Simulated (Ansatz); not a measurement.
A short molecular-dynamics run on C$_{2}$H$_{3}$AlO$_{2}$ (`C=[C]1[O][Al]1[OH]`).

```yaml
crystal:
  periodic: [false, false, false]
  atoms:
    - {symbol: C, position_ang: [1.522589, 1.108869, 0.450852]}
    - {symbol: C, position_ang: [0.558091, 0.249574, 0.182841]}
    - {symbol: O, position_ang: [0.570900, -1.159397, 0.422925]}
    - {symbol: Al, position_ang: [-0.929001, -0.732216, -0.287767]}
    - {symbol: O, position_ang: [-2.357925, -1.441480, -0.779444]}
    - {symbol: H, position_ang: [2.454693, 0.781717, 0.902574]}
    - {symbol: H, position_ang: [1.394487, 2.158238, 0.221509]}
    - {symbol: H, position_ang: [-3.121636, -1.022305, -1.169289]}
basis:
  gaussian: {orbitals: def2-SVP}
hamiltonian: {xc: {name: r2SCAN}}
md: {timestep: 1 fs, n_steps: 50, ensemble: nvt_nose_hoover, temperature: 300, initial_velocities: maxwell_boltzmann, seed: 214}
```

```sh
$ ansatz run in.yaml --threads 2 --pin off --events-out ev --progress --plain --max-ram 4352MiB
```

```
step  time (fs)  potential energy (eV)  kinetic (eV)  T (K)  conserved (eV)
   0        0.0            -12802.9348        0.2327    300     -12802.7021
   1        1.0            -12802.9164        0.2165    279     -12802.6999
   2        2.0            -12802.8680        0.1720    222     -12802.6960
   3        3.0            -12802.8467        0.1510    195     -12802.6957
   4        4.0            -12802.8570        0.1578    203     -12802.6992
   5        5.0            -12802.8482        0.1470    190     -12802.7013
   6        6.0            -12802.7980        0.1016    131     -12802.6965
   7        7.0            -12802.7709        0.0756     97     -12802.6954
   8        8.0            -12802.7810        0.0810    104     -12802.7001
   9        9.0            -12802.7668        0.0679     88     -12802.6991
  10       10.0            -12802.7364        0.0409     53     -12802.6958
  11       11.0            -12802.7359        0.0406     52     -12802.6956
  12       12.0            -12802.7694        0.0713     92     -12802.6985
  13       13.0            -12802.7934        0.0928    120     -12802.7011
  14       14.0            -12802.7749        0.0780    101     -12802.6975
  15       15.0            -12802.7679        0.0749     97     -12802.6937
  16       16.0            -12802.8203        0.1218    157     -12802.6994
  17       17.0            -12802.8577        0.1570    202     -12802.7018
  18       18.0            -12802.8408        0.1445    186     -12802.6978
  19       19.0            -12802.8241        0.1310    169     -12802.6947
  20       20.0            -12802.8517        0.1570    202     -12802.6966
  21       21.0            -12802.8955        0.1965    253     -12802.7013
  22       22.0            -12802.8911        0.1930    249     -12802.7008
  23       23.0            -12802.8509        0.1594    206     -12802.6946
  24       24.0            -12802.8559        0.1625    210     -12802.6969
  25       25.0            -12802.8796        0.1823    235     -12802.7011
  26       26.0            -12802.8619        0.1674    216     -12802.6987
  27       27.0            -12802.8309        0.1397    180     -12802.6958
  28       28.0            -12802.8294        0.1381    178     -12802.6963
  29       29.0            -12802.8497        0.1553    200     -12802.6997
  30       30.0            -12802.8434        0.1485    191     -12802.7006
  31       31.0            -12802.8048        0.1158    149     -12802.6951
  32       32.0            -12802.8064        0.1168    151     -12802.6960
  33       33.0            -12802.8357        0.1407    181     -12802.7018
  34       34.0            -12802.8151        0.1227    158     -12802.6996
  35       35.0            -12802.7688        0.0812    105     -12802.6951
  36       36.0            -12802.7615        0.0744     96     -12802.6949
  37       37.0            -12802.7960        0.1049    135     -12802.6992
  38       38.0            -12802.8096        0.1160    150     -12802.7020
  39       39.0            -12802.7697        0.0823    106     -12802.6962
  40       40.0            -12802.7564        0.0717     92     -12802.6938
  41       41.0            -12802.8000        0.1092    141     -12802.7003
  42       42.0            -12802.8152        0.1247    161     -12802.7005
  43       43.0            -12802.7913        0.1052    136     -12802.6965
  44       44.0            -12802.7836        0.0993    128     -12802.6952
  45       45.0            -12802.8126        0.1259    162     -12802.6981
  46       46.0            -12802.8348        0.1454    187     -12802.7014
  47       47.0            -12802.8107        0.1261    163     -12802.6972
  48       48.0            -12802.8001        0.1189    153     -12802.6943
  49       49.0            -12802.8373        0.1503    194     -12802.7008
  50       50.0            -12802.8381        0.1519    196     -12802.7008
```

Velocities are drawn at the set temperature; a run this short doesn't reach equilibrium.

Frames (Å, forces in eV/Å):

```xyz
8
time=0.0 fs
C     1.523    1.109    0.451    0.301    0.301    0.078
C     0.558    0.250    0.183   -0.335   -0.224   -0.105
O     0.571   -1.159    0.423    0.433   -0.296    0.233
Al   -0.929   -0.732   -0.288   -0.363    0.090   -0.170
O    -2.358   -1.441   -0.779   -0.025   -0.202    0.023
H     2.455    0.782    0.903    0.324   -0.127    0.159
H     1.394    2.158    0.222   -0.034    0.380   -0.078
H    -3.122   -1.022   -1.169   -0.300    0.077   -0.140
8
time=2.0 fs
C     1.518    1.105    0.458    0.667    1.016   -0.201
C     0.545    0.257    0.176    0.115   -0.361    0.163
O     0.568   -1.168    0.421    0.422   -0.021    0.195
Al   -0.925   -0.729   -0.285   -0.500   -0.060   -0.197
O    -2.350   -1.443   -0.775   -2.011    0.827   -1.067
H     2.490    0.778    0.871   -0.319    0.037   -0.030
H     1.395    2.168    0.172    0.096   -0.449    0.249
H    -3.126   -0.979   -1.213    1.531   -0.989    0.886
8
time=4.0 fs
C     1.515    1.103    0.465    0.674    1.029   -0.531
C     0.533    0.263    0.171    0.712   -0.318    0.456
O     0.565   -1.177    0.419    0.379    0.239    0.147
Al   -0.922   -0.726   -0.282   -0.704   -0.312   -0.233
O    -2.347   -1.443   -0.773   -1.210    0.485   -0.689
H     2.514    0.775    0.838   -0.661    0.097   -0.059
H     1.399    2.163    0.131    0.132   -0.630    0.436
H    -3.078   -0.971   -1.227    0.679   -0.590    0.473
8
time=6.0 fs
C     1.515    1.105    0.470    0.116    0.325   -0.788
C     0.523    0.268    0.166    1.287   -0.199    0.721
O     0.564   -1.186    0.418    0.325    0.481    0.098
Al   -0.920   -0.724   -0.280   -0.878   -0.571   -0.250
O    -2.346   -1.441   -0.773    1.185   -0.921    0.828
H     2.514    0.776    0.804   -0.369   -0.041    0.136
H     1.408    2.135    0.106    0.059    0.021    0.328
H    -3.009   -0.981   -1.226   -1.725    0.906   -1.073
8
time=8.0 fs
C     1.515    1.108    0.473   -0.571   -0.418   -0.899
C     0.517    0.272    0.164    1.587   -0.160    0.869
O     0.563   -1.193    0.417    0.286    0.689    0.061
Al   -0.919   -0.722   -0.278   -0.877   -0.660   -0.226
O    -2.343   -1.442   -0.771    0.175   -0.314    0.182
H     2.501    0.775    0.775    0.243   -0.262    0.392
H     1.419    2.109    0.093   -0.041    0.843    0.088
H    -2.996   -0.963   -1.260   -0.801    0.282   -0.469
8
time=10.0 fs
C     1.513    1.110    0.473   -0.556   -0.269   -0.975
C     0.516    0.276    0.165    1.444   -0.306    0.837
O     0.563   -1.198    0.416    0.269    0.845    0.038
Al   -0.919   -0.721   -0.277   -0.730   -0.606   -0.171
O    -2.339   -1.443   -0.768   -1.822    0.950   -1.320
H     2.496    0.764    0.761    0.361   -0.273    0.444
H     1.429    2.113    0.085   -0.051    0.715    0.148
H    -3.012   -0.936   -1.310    1.086   -1.056    0.999
8
time=12.0 fs
C     1.510    1.111    0.470    0.311    0.469   -0.936
C     0.519    0.279    0.168    0.918   -0.613    0.644
O     0.564   -1.202    0.415    0.266    0.945    0.028
Al   -0.921   -0.721   -0.275   -0.555   -0.544   -0.102
O    -2.340   -1.443   -0.769   -1.521    0.735   -1.137
H     2.503    0.744    0.763   -0.173   -0.003    0.265
H     1.437    2.142    0.082   -0.008   -0.145    0.438
H    -2.992   -0.945   -1.326    0.762   -0.843    0.800
8
time=14.0 fs
C     1.507    1.114    0.463    1.123    0.822   -0.664
C     0.526    0.280    0.173    0.277   -0.916    0.387
O     0.565   -1.203    0.415    0.279    0.993    0.032
Al   -0.923   -0.722   -0.274   -0.403   -0.486   -0.038
O    -2.344   -1.440   -0.772    0.653   -0.727    0.680
H     2.503    0.724    0.775   -0.570    0.252    0.088
H     1.444    2.166    0.096   -0.006   -0.607    0.528
H    -2.948   -0.983   -1.316   -1.354    0.670   -1.012
8
time=16.0 fs
C     1.508    1.119    0.455    1.188    0.402   -0.285
C     0.533    0.278    0.180   -0.191   -1.007    0.159
O     0.567   -1.202    0.414    0.318    0.985    0.053
Al   -0.926   -0.724   -0.273   -0.246   -0.335   -0.001
O    -2.347   -1.439   -0.773    0.509   -0.624    0.581
H     2.484    0.712    0.791   -0.347    0.273    0.079
H     1.452    2.170    0.130   -0.059   -0.237    0.307
H    -2.949   -1.000   -1.340   -1.172    0.544   -0.893
8
time=18.0 fs
C     1.513    1.125    0.446    0.586   -0.451   -0.014
C     0.540    0.273    0.187   -0.370   -0.802   -0.010
O     0.570   -1.199    0.414    0.372    0.906    0.089
Al   -0.929   -0.726   -0.272   -0.115   -0.136    0.000
O    -2.348   -1.440   -0.774   -1.542    0.623   -1.290
H     2.452    0.710    0.811    0.308    0.091    0.225
H     1.456    2.166    0.175   -0.137    0.554   -0.016
H    -2.990   -0.999   -1.393    0.898   -0.785    1.015
8
time=20.0 fs
C     1.519    1.130    0.436    0.076   -0.730    0.088
C     0.546    0.265    0.194   -0.333   -0.399   -0.135
O     0.574   -1.193    0.413    0.404    0.742    0.126
Al   -0.932   -0.728   -0.270   -0.114   -0.038   -0.031
O    -2.354   -1.439   -0.777   -1.556    0.612   -1.355
H     2.431    0.713    0.839    0.659    0.001    0.276
H     1.456    2.180    0.220   -0.172    0.585   -0.112
H    -3.003   -1.025   -1.412    1.035   -0.774    1.142
8
time=22.0 fs
C     1.526    1.133    0.427    0.158   -0.348    0.328
C     0.550    0.256    0.201   -0.181    0.074   -0.222
O     0.578   -1.186    0.413    0.391    0.495    0.155
Al   -0.936   -0.730   -0.269   -0.228   -0.046   -0.088
O    -2.362   -1.437   -0.784    0.644   -0.481    0.634
H     2.434    0.716    0.877    0.273    0.195    0.003
H     1.449    2.215    0.261   -0.132   -0.295   -0.052
H    -2.981   -1.077   -1.392   -0.926    0.406   -0.758
8
time=24.0 fs
C     1.534    1.134    0.419    0.338   -0.188    0.716
C     0.555    0.247    0.207    0.032    0.548   -0.269
O     0.584   -1.177    0.414    0.340    0.192    0.172
Al   -0.939   -0.733   -0.268   -0.293   -0.015   -0.143
O    -2.370   -1.436   -0.788    1.332   -0.676    1.221
H     2.447    0.726    0.915   -0.251    0.384   -0.357
H     1.438    2.240    0.301   -0.087   -0.886   -0.086
H    -2.991   -1.116   -1.399   -1.411    0.641   -1.252
8
time=26.0 fs
C     1.543    1.135    0.413    0.127   -0.564    0.922
C     0.559    0.240    0.212    0.232    0.939   -0.291
O     0.590   -1.168    0.415    0.253   -0.123    0.170
Al   -0.944   -0.735   -0.268   -0.221    0.096   -0.167
O    -2.374   -1.436   -0.791   -0.858    0.296   -0.872
H     2.451    0.750    0.939   -0.304    0.304   -0.461
H     1.422    2.232    0.336   -0.109   -0.580   -0.219
H    -3.047   -1.134   -1.445    0.879   -0.369    0.917
8
time=28.0 fs
C     1.551    1.134    0.410   -0.439   -1.118    0.787
C     0.564    0.236    0.216    0.319    1.120   -0.309
O     0.597   -1.159    0.416    0.111   -0.409    0.136
Al   -0.948   -0.737   -0.267   -0.116    0.167   -0.158
O    -2.381   -1.436   -0.795   -1.208    0.409   -1.226
H     2.445    0.786    0.947    0.165   -0.016   -0.229
H     1.403    2.204    0.364   -0.204    0.313   -0.348
H    -3.075   -1.164   -1.462    1.372   -0.465    1.348
8
time=30.0 fs
C     1.559    1.130    0.410   -0.916   -0.913    0.533
C     0.570    0.235    0.220    0.204    0.986   -0.334
O     0.605   -1.151    0.417   -0.089   -0.634    0.067
Al   -0.953   -0.740   -0.267   -0.017    0.165   -0.125
O    -2.390   -1.435   -0.802    0.954   -0.202    0.694
H     2.445    0.821    0.947    0.641   -0.302    0.048
H     1.375    2.187    0.378   -0.214    0.655   -0.395
H    -3.056   -1.209   -1.433   -0.564    0.243   -0.487
8
time=32.0 fs
C     1.564    1.122    0.411   -0.712    0.215    0.597
C     0.576    0.238    0.222   -0.119    0.548   -0.367
O     0.612   -1.145    0.419   -0.317   -0.772   -0.024
Al   -0.958   -0.741   -0.267    0.182    0.198   -0.060
O    -2.397   -1.434   -0.808    2.198   -0.423    1.760
H     2.468    0.845    0.947    0.406   -0.287   -0.065
H     1.340    2.192    0.377    0.017   -0.002   -0.352
H    -3.058   -1.247   -1.421   -1.654    0.524   -1.489
8
time=34.0 fs
C     1.566    1.116    0.415   -0.039    1.179    0.825
C     0.583    0.242    0.223   -0.505   -0.021   -0.386
O     0.618   -1.140    0.421   -0.533   -0.816   -0.119
Al   -0.962   -0.743   -0.267    0.504    0.306    0.034
O    -2.399   -1.434   -0.809   -0.259    0.143   -0.424
H     2.506    0.859    0.944   -0.273   -0.120   -0.393
H     1.306    2.197    0.363    0.305   -0.593   -0.258
H    -3.112   -1.267   -1.456    0.800   -0.078    0.722
8
time=36.0 fs
C     1.569    1.113    0.420    0.295    1.293    0.779
C     0.587    0.246    0.223   -0.730   -0.468   -0.362
O     0.623   -1.137    0.422   -0.719   -0.795   -0.207
Al   -0.966   -0.744   -0.266    0.745    0.360    0.111
O    -2.401   -1.434   -0.812   -1.028    0.247   -1.069
H     2.534    0.868    0.927   -0.577   -0.048   -0.471
H     1.283    2.182    0.340    0.421   -0.405   -0.170
H    -3.141   -1.288   -1.469    1.592   -0.183    1.390
8
time=38.0 fs
C     1.572    1.114    0.429   -0.085    0.653    0.387
C     0.590    0.249    0.221   -0.682   -0.632   -0.275
O     0.627   -1.137    0.423   -0.858   -0.743   -0.276
Al   -0.969   -0.745   -0.266    0.803    0.312    0.140
O    -2.406   -1.434   -0.816    1.014   -0.010    0.637
H     2.542    0.875    0.893   -0.206   -0.128   -0.195
H     1.275    2.152    0.309    0.330    0.394   -0.145
H    -3.116   -1.316   -1.434   -0.316    0.155   -0.274
8
time=40.0 fs
C     1.575    1.117    0.438   -0.911    0.160   -0.126
C     0.590    0.250    0.219   -0.453   -0.533   -0.143
O     0.628   -1.138    0.423   -0.926   -0.680   -0.313
Al   -0.970   -0.745   -0.266    0.803    0.265    0.145
O    -2.408   -1.433   -0.820    2.669   -0.144    1.975
H     2.543    0.877    0.851    0.446   -0.262    0.173
H     1.280    2.137    0.273    0.256    0.850   -0.127
H    -3.104   -1.337   -1.410   -1.885    0.343   -1.583
8
time=42.0 fs
C     1.575    1.121    0.448   -1.207    0.376   -0.454
C     0.589    0.249    0.216   -0.217   -0.300   -0.014
O     0.627   -1.141    0.423   -0.908   -0.604   -0.315
Al   -0.971   -0.744   -0.265    0.851    0.295    0.149
O    -2.404   -1.433   -0.819    0.041    0.106   -0.156
H     2.559    0.869    0.815    0.403   -0.224    0.215
H     1.295    2.151    0.232    0.371    0.308    0.039
H    -3.150   -1.348   -1.435    0.666    0.042    0.535
8
time=44.0 fs
C     1.571    1.126    0.456   -0.639    0.576   -0.569
C     0.587    0.247    0.213   -0.043   -0.031    0.082
O     0.624   -1.145    0.422   -0.820   -0.508   -0.288
Al   -0.970   -0.744   -0.264    0.798    0.293    0.125
O    -2.400   -1.432   -0.818   -1.076    0.155   -1.000
H     2.589    0.853    0.786   -0.368   -0.010    0.018
H     1.325    2.177    0.192    0.424   -0.438    0.268
H    -3.177   -1.356   -1.444    1.724   -0.037    1.364
8
time=46.0 fs
C     1.565    1.133    0.462   -0.073    0.220   -0.639
C     0.585    0.245    0.211    0.074    0.233    0.142
O     0.619   -1.150    0.420   -0.675   -0.382   -0.240
Al   -0.968   -0.743   -0.263    0.581    0.211    0.059
O    -2.398   -1.431   -0.819    0.834    0.053    0.477
H     2.605    0.836    0.758   -0.848    0.120   -0.036
H     1.370    2.188    0.162    0.240   -0.571    0.344
H    -3.144   -1.365   -1.407   -0.132    0.115   -0.106
8
time=48.0 fs
C     1.559    1.140    0.466   -0.074   -0.578   -0.682
C     0.583    0.244    0.209    0.105    0.453    0.163
O     0.613   -1.157    0.417   -0.473   -0.225   -0.170
Al   -0.966   -0.741   -0.262    0.365    0.161   -0.010
O    -2.395   -1.430   -0.819    2.781   -0.058    1.934
H     2.591    0.824    0.730   -0.539    0.017    0.143
H     1.425    2.178    0.145   -0.090   -0.021    0.197
H    -3.118   -1.369   -1.375   -2.074    0.251   -1.574
8
time=50.0 fs
C     1.553    1.146    0.468   -0.511   -1.132   -0.730
C     0.581    0.244    0.207   -0.007    0.553    0.130
O     0.605   -1.163    0.414   -0.224   -0.045   -0.082
Al   -0.962   -0.740   -0.261    0.297    0.235   -0.044
O    -2.385   -1.429   -0.815   -0.002    0.037   -0.093
H     2.558    0.811    0.707    0.290   -0.254    0.422
H     1.476    2.168    0.135   -0.363    0.548    0.009
H    -3.157   -1.365   -1.392    0.520    0.059    0.388
```

Hardware: 2 threads of an Arm Neoverse V1 on a shared host. Wall time 2.1 min, peak host memory 0.13 GiB.
